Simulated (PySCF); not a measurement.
## MgBr, PBE0: how much the basis matters

PySCF, UKS reference; doublet, unpaired electrons σ ↑; De to Mg + Br without counterpoise correction.

```csv
basis,relativity,functions,Re (Å),ωe (cm⁻¹),De (eV),μ (D)
cc-pVDZ/cc-pVDZ-PP,scalar-relativistic core potentials,41,2.380,364,2.82,-3.34
aug-cc-pVDZ/aug-cc-pVDZ-PP,scalar-relativistic core potentials,59,2.386,359,2.85,-3.44
x2c-TZVPPall,spin-free X2C,80,2.364,365,2.87,-3.30
```

Task: How does each smaller set differ from the one with most functions, x2c-TZVPPall?

Result: cc-pVDZ/cc-pVDZ-PP: +1.6 pm, -0.3 % in ωe, -0.05 eV in De; aug-cc-pVDZ/aug-cc-pVDZ-PP: +2.2 pm, -1.6 % in ωe, -0.02 eV in De. All at PBE0; the set with most functions is neither the basis-set limit nor always the best. The rows treat relativity differently, so the differences are not basis effects alone.

A positive dipole means Mg(−)Br(+). Spin–orbit coupling is left out. The state is the lowest determinant that a PBE0 search found; another state may lie lower at other levels.
